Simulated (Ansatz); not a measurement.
Basis sets compared for (H3Sn)2O (Sn2OH6). Charge 0, multiplicity 1. Geometry PBE0-D4/def2-SVP. Ansatz on 4 threads of Arm Neoverse V2 on a shared host; times are rough, and most runs start from earlier orbitals.

Cartesian coordinates in Å:
```
Sn 1.587 -0.863 -0.069
H 1.506 -2.513 -0.526
H 1.855 0.149 -1.434
H 2.758 -0.593 1.151
O -0.162 -0.400 0.726
Sn -1.603 0.821 0.144
H -2.179 0.296 -1.387
H -0.960 2.411 0.038
H -2.800 0.691 1.358
```

In the def2 sets Sn takes a core potential, while STO-3G treats all electrons; there is no spin–orbit coupling.

STO-3G and 6-31G are all-electron sets without relativity, so their totals don't compare with the def2 sets.

Binding counts from free atoms (Sn triplet, H doublet, O triplet) in the same basis, without a counterpoise term.

```tsv
level	functions	energy (Eh)	HOMO (eV)	LUMO (eV)	binding per atom (eV)	wall time
HF/STO-3G	65	-12003.9411	-7.29	9.18	2.80	0.4 s
HF/def2-TZVP	167	-505.0722	-11.34	1.77	1.75	1.3 s
PBE-D4/def2-SVP	96	-507.2218	-6.10	-1.54	2.50	0.6 s
PBE-D4/def2-TZVP	167	-507.3457	-6.33	-1.81	2.54	1.2 s
r2SCAN-D4/def2-TZVP	167	-507.5647	-6.66	-1.48	2.56	2.3 s
PBE0-D4/def2-SVP	96	-507.2482	-7.62	-0.68	2.46	0.9 s
PBE0-D4/def2-TZVP	167	-507.3690	-7.80	-0.99	2.50	1.6 s
```

(1) Estimate the rows for PBE-D4/def2-TZVPD, r2SCAN-D4/def2-TZVPD, PBE0-D4/def2-TZVPD.

Answers

(1) 
```tsv
level	functions	energy (Eh)	HOMO (eV)	LUMO (eV)	binding per atom (eV)	wall time
PBE-D4/def2-TZVPD	206	-507.3469	-6.37	-1.87	2.54	1.6 s
r2SCAN-D4/def2-TZVPD	206	-507.5658	-6.68	-1.52	2.56	2.9 s
PBE0-D4/def2-TZVPD	206	-507.3700	-7.82	-1.05	2.50	2.2 s
```
